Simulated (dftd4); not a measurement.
F₂Ge, triplet, at a GFN2-xTB geometry (the spin is typed, not shown lowest); D4 for pbe0 (dftd4 4.2.0).

dftd4 was given this input:
```
$ dftd4 mol.xyz --func pbe0 --charge 0 --json dftd4.json --noedisp --property

# file mol.xyz
3

Ge     0.01078596    -0.00766682     0.33769324
F      0.83389596     1.52835128    -0.59320123
F     -0.87224604    -1.50109147    -0.60748585
```

The log (banner, timings and long lists left out):

```
                    ____  _____ _____     ____  _  _
      -------------|  _ \|  ___|_   _|---|  _ \| || |------------
     |             | | | | |_    | | ___ | | | | || |_           |
     |             | |_| |  _|   | ||___|| |_| |__   _|          |
     |             |____/|_|     |_|     |____/   |_|            |
     |             ===================================           |
     |            E. Caldeweyher, S. Ehlert & S. Grimme          |
     |          Mulliken Center for Theoretical Chemistry        |
     |                    University of Bonn                     |
      -----------------------------------------------------------

Rational (Becke-Johnson) damping: pbe0-D4-ATM
---------------------
  s6         1.0000
  s8         1.2007
  s9         1.0000
  a1         0.4009
  a2         5.0293
 alp        16.0000
--------------------

Atomic data, radii in Ångström:
------------------------------------------------------
   Z          R(cov)      r4/r2   hardness         EN
------------------------------------------------------
  32 Ge       1.4533     2.9321     0.3393     2.0100
   9 F        0.8533     1.2638     0.6693     3.9800
------------------------------------------------------

Atomic reference systems (in atomic units):
----------------------------------------------------------------------------
   Z        #      CN     q+Z       C6(AA)   #      CN     q+Z       C6(AA)
----------------------------------------------------------------------------
  32 Ge     1  0.0000 32.0000     367.7871   2  0.8994 32.0094     318.5431
            3  1.8553 31.9941     290.3410   4  2.7845 31.9684     236.2571
            5  3.7182 31.9355     189.5578
   9 F      1  0.0000  9.0000       9.7374   2  0.7408  8.7523      11.7796
----------------------------------------------------------------------------

Atomic properties (in atomic units):
----------------------------------------------------------------------------
     #    Z              CN          q      C6(AA)        C8(AA)   alpha(0)
----------------------------------------------------------------------------
     1   32 Ge       1.3458     0.4983    288.2344    26547.1473    35.4631
     2    9 F        0.6729    -0.2491     11.8211      202.2735     3.9624
     3    9 F        0.6729    -0.2491     11.8211      202.2735     3.9624
----------------------------------------------------------------------------

Molecular properties (in atomic units):
----------------------------------------
 molecular C6                 537.5302
 molecular C8               35375.8467
----------------------------------------

Dispersion energy:      -1.0894767974130E-03 Eh

[Info] JSON dump of results written to 'dftd4.json'
```
